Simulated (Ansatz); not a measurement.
`[NH2][In]([SH])[Br]` + HBr → `[SH][In]([Br])[Br]` + NH₃ at 298.15 K and 1 bar (ligand exchange at the In–N bond).

Isolated molecules relaxed with PBE0-D4/def2-TZVP in Ansatz; ΔE leaves out vibrations. CCSD(T)/CBS is the MP2 limit (def2-TZVPP, def2-QZVPP) plus CCSD(T) − MP2 in def2-TZVPP, frozen cores. This one scheme is used for every species. Elements past krypton have def2 core potentials. For Br, In outer-core shells are correlated without core-valence functions, which leaves a few kJ/mol of doubt a bond. Scalar relativity is left out up to krypton. Each species was taken in one conformer, which may not be the lowest.

| species | CCSD(T)/CBS energy (Eh) | H − E (kJ/mol) | S (J/(mol·K)) |
| --- | --- | --- | --- |
| `[NH2][In]([SH])[Br]` | -3217.52044 | 114.4 | 379.4 |
| HBr | -2573.91920 | 24.6 | 198.6 |
| `[SH][In]([Br])[Br]` | -5734.97677 | 49.5 | 388.8 |
| NH₃ | -56.50880 | 100.5 | 192.4 |

H − E and S are ideal-gas, rigid-rotor, harmonic terms from PBE0-D4/def2-TZVP, for one conformer and one mirror image of each species. 1 Eh = 2625.50 kJ/mol, R = 8.31446 J/(mol·K).

**Question.** By hand: ΔE, ΔH, ΔS and ΔG.

**Answer.** ΔE = (-5734.97677) + (-56.50880) − (-3217.52044) − (-2573.91920) = -0.04593 Eh = -120.6 kJ/mol. Δ(H − E) = 49.5 + 100.5 − 114.4 − 24.6 = 11.0, so ΔH = -109.6 kJ/mol. ΔS = 388.8 + 192.4 − 379.4 − 198.6 = 3.2 J/(mol·K). ΔG = -109.6 − 298.15 × (3.2)/1000 = -110.6 kJ/mol.

**Question.** By hand: the equilibrium constant, and the temperature at which ΔG would vanish if ΔH and ΔS stayed fixed.

**Answer.** log₁₀ K = −ΔG/(RT ln 10) = 19.4. ΔH and −TΔS have one sign here, so there is no such temperature.

The number of gas molecules stays the same, so ΔS is small and ΔH decides. A doubt of 5 kJ/mol in ΔE shifts log₁₀ K by 0.9 here. Other conformers and mirror images would add mixing entropy, several J/(mol·K) or more a flexible species. These are equilibria of isolated gas molecules and say nothing of rates. Largest T1 diagnostic: 0.012 (customary marks: 0.02 for closed shells, 0.045 for open ones).

ΔS is within the doubt of such terms, so its sign, and with it that verdict, could turn.
